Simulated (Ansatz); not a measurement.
`[F][W]([Cl])([Cl])([Cl])([Cl])[Cl]`, relaxed with RKS PBE-D4/def2-SVP in Ansatz 0.2.0 from a rough embedded geometry. The force threshold is 0.03 eV/Å; the program also tests the step.

The species carries charge 0 and has multiplicity 1. W: def2 effective core potential.

Start:

```xyz
7

F    -2.161   -0.224   -0.257
W    -0.101   -0.714    0.307
Cl   -0.878    0.828    2.654
Cl    1.972   -0.369    1.411
Cl    0.044   -1.200   -2.015
Cl   -0.709    1.617   -0.975
Cl    1.832    0.062   -1.125
```

Question: By how much does the energy fall, and how many steps does the optimiser take? (An estimate is asked.)

Answer: The calculation gave: 821.59 kJ/mol, in 11 steps.

Question: Which bonds change most? (Estimate.)

Answer: Computed: W2–Cl3 from 2.914 to 2.317 Å; W2–Cl6 from 2.728 to 2.317 Å; F1–W2 from 2.191 to 1.883 Å; W2–Cl7 from 2.528 to 2.303 Å.

Question: Give the relaxed structure. (An estimate is asked.)

Answer: Computed: 
```xyz
7

F    -1.687   -0.765    0.465
W    -0.023   -0.011    0.007
Cl   -0.189    1.339    1.882
Cl    1.015   -1.643    1.282
Cl    0.028   -1.418   -1.833
Cl   -1.151    1.585   -1.239
Cl    2.008    0.913   -0.563
```
